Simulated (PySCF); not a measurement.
CrF₃: from structure and modes to constants

Level of theory: UPBE in PySCF with Cr def2-SVP, F def2-SVP; no relativity; density-fitted integrals.

The quartet minimum has D3h symmetry. Masses (u): Cr 51.94051, F 18.99840.

```xyz
4
charge 0 multiplicity 4, angstrom
Cr    0.0000    0.0000    0.0000
F     0.0022    0.0000    1.7182
F     1.4869    0.0000   -0.8610
F    -1.4891    0.0000   -0.8572
```

Harmonic wavenumbers (cm⁻¹): 102.9 (a2'', ×1), 171.2 (e', ×2), 667.9 (a1', ×1), 782.6 (e', ×2).

**Question.** What is the harmonic zero-point energy?

**Answer.** Half the sum of all 6 wavenumbers, 2678/2 = 1339 cm⁻¹, which is 16.0 kJ/mol (1 cm⁻¹ = 0.0119627 kJ/mol).

**Question.** Find the vibrational entropy and heat capacity at 298.15 K.

**Answer.** With u = 1.43878 ω/T, each mode gives S = R[u/(eᵘ−1) − ln(1−e⁻ᵘ)] and C = R u² eᵘ/(eᵘ−1)².
```tsv
ω (cm⁻¹)	u	S (J/(mol K))	C (J/(mol K))
102.9	0.497	14.22	8.15
171.2 (×2)	0.826	10.13	7.86
667.9	3.223	1.45	3.73
782.6 (×2)	3.777	0.93	2.84
```
The sums over all modes are S = 37.8 and C = 33.3 J/(mol K); the softest mode gives 38 % of the entropy (each member, where degenerate).

**Question.** Give the standard entropy (298.15 K, 1 bar) by its translational, rotational, vibrational and spin parts, and Cp.

**Answer.** Sackur–Tetrode with M = 108.94 u gives 167.4; rotation with symmetry number 6 gives 91.8; vibration 37.8; spin R ln 4 = 11.5. The total is 308.5 J/(mol K), and Cp = 4 R + 33.3 = 66.5 J/(mol K).

Other isomers or separated fragments may lie lower. Open d and f shells are described by one determinant, and the ground state may have another occupation or spin.
